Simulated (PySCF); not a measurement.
## Frontier orbitals and the lowest excitations

Compound: C₇H₁₁N.
Geometry (GFN2-xTB, Å), atoms numbered from 1 in this order:
```
atom  x, y, z in Å
C1     3.5283   -0.2685    0.8594
C2     2.6243    0.0002    0.1218
C3     1.5104    0.3027   -0.7431
C4     0.5966   -0.9128   -1.0169
C5    -0.4484   -0.3315   -0.0515
N6    -1.7804   -0.2297   -0.6022
C7    -2.7401    0.3258    0.3299
C8     0.3344    0.9949   -0.0190
H9     4.3285   -0.4974    1.4974
H10    1.8731    0.8183   -1.6349
H11    0.2302   -0.9347   -2.0409
H12    1.0099   -1.8837   -0.7509
H13   -0.4326   -0.8357    0.9310
H14   -2.0883   -1.1501   -0.9047
H15   -2.4295    1.3377    0.5883
H16   -3.7153    0.3729   -0.1513
H17   -2.8307   -0.2537    1.2620
H18    0.5602    1.3978    0.9655
H19   -0.1407    1.7566   -0.6321
```

Method used: TDDFT PBE0/def2-SVPD, vertical, gas phase, core orbitals frozen in the response (PySCF).

Frontier orbitals with the atoms that hold most of them (Löwdin shares over 4%, at most four atoms; ? is withheld):

```tsv
orbital	ε (eV)	atoms
HOMO-3	-8.93	C4 22%, C5 21%, C8 19%, H18 7%
HOMO-2	-7.63	C1 36%, C2 33%, C3 8%, N6 4%
HOMO-1	-7.56	?
HOMO	?	N6 55%, C5 10%, C7 9%, H13 5%
LUMO	0.76	?
LUMO+1	0.91	H10 18%, C3 13%, C2 10%, C1 10%
LUMO+2	1.04	C1 19%, C2 15%, C4 8%, C3 6%
```

Q: Give the leading atoms of the HOMO-1.

A: C1 (bonded to C and H) 39%; C2 (bonded to 2 C) 35%; C3 (bonded to 3 C and H) 8%; C4 (bonded to 2 C and 2 H) 6%.

Q: Give the leading atoms of the LUMO.

A: C7 (bonded to N and 3 H) 20%; H14 (bonded to N) 10%; C5 (bonded to 2 C, N and H) 7%; H13 (bonded to C) 7%. By element: carbon 27% or more, hydrogen 16% or more.

Q: What is the HOMO energy, and the HOMO–LUMO gap?

A: ε(HOMO) = -6.51 eV; the gap is 7.28 eV (0.2674 hartree).

Q: The HOMO–LUMO gap is 7.28 eV. Where does the response calculation put the lowest singlet, and from which orbitals?

A: S1 is at 6.01 eV (f = 0.0056), 1.27 eV below the gap, made of HOMO→LUMO (82%), HOMO→LUMO+1 (8%). 

Next come S2 at 6.43 eV (f 0.0098), HOMO→LUMO+1 (43%), HOMO→LUMO+2 (39%); S3 at 6.46 eV (f 0.013), HOMO→LUMO+1 (42%), HOMO→LUMO+2 (38%), HOMO→LUMO (9%); S4 at 6.66 eV (f 0.0013), HOMO-1→LUMO+1 (33%), HOMO-1→LUMO+3 (14%), HOMO→LUMO+2 (10%); S5 at 6.72 eV (f 0.013), HOMO→LUMO+3 (80%).

One conformer stands for the species.
